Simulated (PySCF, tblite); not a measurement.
Isomers of C7H5 (doublet state), one GFN2-xTB conformer each. Single-point energies are computed at B3LYP/pcH-1 (PySCF, gas phase, no added dispersion term), electronic only. GFN2-xTB treats the open shell by occupation alone, and not every SCF solution was tested for stability.

Question: Rank them by B3LYP/pcH-1 energy, lowest first (kJ/mol).
A. `C#CC1=CCC=[C]1` [radical]
B. `[CH:1]#[C:2][CH:3]([C:4]=[CH2:5])[C:6]#[CH:7]` (doublet state) with C2–C3–C4–C5 35°

Answer: A (0.0), B (159.8).

GFN2-xTB itself gives, in the same order: 0.0, 156.4. Both levels put the same isomer lowest.

Q: What happens when harmonic zero-point energies from GFN2-xTB frequencies are added?

A: 
```tsv
SMILES	ZPE (kJ/mol)	electronic (kJ/mol)	with ZPE (kJ/mol)
C#CC1=CCC=[C]1	227.4	0.0	0.0
C#CC([C]=C)C#C	214.1	159.8	146.5
```

The zero-point energies span 13.3 kJ/mol. The order is unchanged.
